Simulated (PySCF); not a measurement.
Compound: C4H9BF2Si.
Z-matrix (Å and degrees, PBE0-D3(BJ)/def2-SVP geometry), rows numbered from 1:
```
F 
B   1  1.3206
F   2  1.3253  1  115.68
Si  2  2.0276  1  124.37  3  -178.89
C   4  1.9090  2  111.51  1   114.70
C   5  1.5362  4  102.91  2   100.16
C   6  1.5301  5  108.71  4    38.74
C   7  1.5368  6  108.64  5   -51.42
H   4  1.4965  2  110.91  1   -12.07
H   5  1.1033  4  108.55  2  -142.55
H   5  1.1002  4  115.03  2   -22.81
H   6  1.1026  5  111.84  4   162.34
H   6  1.1049  5  109.29  4   -79.99
H   7  1.1046  6  108.88  5    67.74
H   7  1.1023  6  111.44  5  -175.08
H   8  1.1000  4  114.21  2   109.49
H   8  1.1032  4  108.52  2    -9.85
```

Computed with PySCF at wB97X-D/def2-SVPD, non-relativistic, on one gas-phase PBE0-D3(BJ)/def2-SVP geometry that isn't relaxed in the solvent. The solvent is an IEF-PCM continuum (Bondi radii, 1.10 Å for H, scaled by 1.2), and excitations are vertical TDDFT with non-equilibrium linear response and a frozen core. Specific hydrogen bonds and non-electrostatic terms are outside this model.

Gas-phase singlets (H = HOMO, L = LUMO):

| state | E (eV) | λ (nm) | f | leading configurations |
| --- | --- | --- | --- | --- |
| S1 | 6.229 | 199 | 0.045 | H-1→L 55%, H→L 32% |
| S2 | 6.761 | 183 | 0.111 | H→L 55%, H-1→L 38% |
| S3 | 7.114 | 174 | 0.037 | H-2→L 83%, H→L 10% |
| S4 | 7.949 | 156 | 0.022 | H→L+1 53%, H→L+2 28% |
| S5 | 8.112 | 153 | 0.018 | H-1→L+1 59%, H-1→L+2 20% |

**Question.** Give the list for chloroform (ε = 4.711), n² = 2.09.

**Answer.** 
```json
{"state": "S1", "E (eV)": "6.207", "λ (nm)": "200", "f": "0.064", "leading configurations": "H-1→L 75%, H→L 11%", "change by rank (eV)": "-0.022"}
{"state": "S2", "E (eV)": "6.649", "λ (nm)": "186", "f": "0.155", "leading configurations": "H→L 81%, H-1→L 14%", "change by rank (eV)": "-0.112"}
{"state": "S3", "E (eV)": "7.062", "λ (nm)": "176", "f": "0.041", "leading configurations": "H-2→L 82%", "change by rank (eV)": "-0.052"}
{"state": "S4", "E (eV)": "7.914", "λ (nm)": "157", "f": "0.032", "leading configurations": "H→L+2 49%, H→L+1 37%", "change by rank (eV)": "-0.035"}
{"state": "S5", "E (eV)": "8.069", "λ (nm)": "154", "f": "0.003", "leading configurations": "H-3→L 74%, H-1→L+1 10%", "change by rank (eV)": "-0.043"}
```

**Question.** How do the frontier levels move from gas to chloroform?

**Answer.** 
| orbital | gas (eV) | solvent (eV) | change (eV) | Löwdin shares, gas | Löwdin shares, solvent |
| --- | --- | --- | --- | --- | --- |
| LUMO+2 | 2.34 | 2.44 | +0.10 | B2 30 %, Si4 12 %, F1 8 %, C7 6 % | B2 17 %, Si4 16 %, C7 8 %, F1 8 % |
| LUMO+1 | 1.99 | 2.07 | +0.08 | B2 34 %, Si4 12 %, F3 6 %, C8 5 % | B2 49 %, Si4 8 %, F3 8 %, F1 7 % |
| LUMO | 0.80 | 0.91 | +0.11 | B2 35 %, Si4 21 %, F1 13 %, F3 11 % | B2 36 %, Si4 21 %, F1 13 %, F3 12 % |
| HOMO | -10.13 | -9.95 | +0.18 | C5 30 %, Si4 23 %, B2 8 %, C6 8 % | C5 29 %, Si4 22 %, C8 15 %, C6 7 % |
| HOMO-1 | -10.20 | -10.06 | +0.14 | C8 28 %, Si4 24 %, B2 13 %, C7 10 % | Si4 24 %, C8 20 %, B2 16 %, C7 10 % |
| HOMO-2 | -10.83 | -10.69 | +0.14 | Si4 27 %, H9 25 %, C5 9 %, C8 7 % | Si4 27 %, H9 24 %, C5 9 %, C8 7 % |
| HOMO-3 | -11.21 | -10.98 | +0.23 | C6 21 %, C7 21 %, H13 13 %, H14 13 % | C6 21 %, C7 21 %, H13 13 %, H14 12 % |

The HOMO–LUMO gap goes from 10.93 to 10.85 eV.

Hardware: one thread, Arm Neoverse V1 (aarch64) (shared host). Cost: 58 s wall, 1.1 GiB resident at most. This is the whole response run at wB97X-D/def2-SVPD in chloroform, SCF included.
